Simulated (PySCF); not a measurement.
## Polarisability and C₆ of As⁻ (arsenic, charge -1)

[Ar] 3d10 4s2 4p4, high-spin 3P determinant. Calculation: PySCF 2.14, in aug-cc-pVQZ-PP with one added diffuse shell each of s, p, d, f, g type with ECP10MDF (8s7p6d4f3g, 114 functions); scalar relativity through the core potential. Coupled (time-dependent) response in atomic units; α is the mean over directions.

```csv
method,mean α (bohr³),"α xx, yy, zz",C₆ (like pair),S(−4)
UHF,153.6,"98.00, 264.8, 98.00",1779,44330
```

S(−4) is the Cauchy moment in α(ω) = α(0) + S(−4) ω² + …

Spin-orbit coupling is absent.

α(iu) at UHF:

| u (hartree) | α(iu) (bohr³) |
| --- | --- |
| 0 | 153.6 |
| 0.0500 | 106.3 |
| 0.100 | 72.94 |
| 0.200 | 42.55 |
| 0.300 | 28.28 |
| 0.500 | 15.06 |
| 0.750 | 8.365 |
| 1.00 | 5.312 |
| 1.50 | 2.722 |
| 2.00 | 1.683 |
| 3.00 | 0.8567 |
| 5.00 | 0.3627 |

A single London oscillator, α(iu) = α/(1 + u²/ω²), gives C₆ = (3/4) ω α². Matching the computed C₆ needs ω = 4 × 1779 / (3 × 153.6²) = 0.101 hartree.

For an ion, C₆ is the dispersion term alone; charge-induced terms of lower order in 1/R come first.

The components differ because the open shell of this determinant is not spherical; for a pure term their mean is the scalar polarisability.

Energies and moments cover only the electrons outside the core potential.
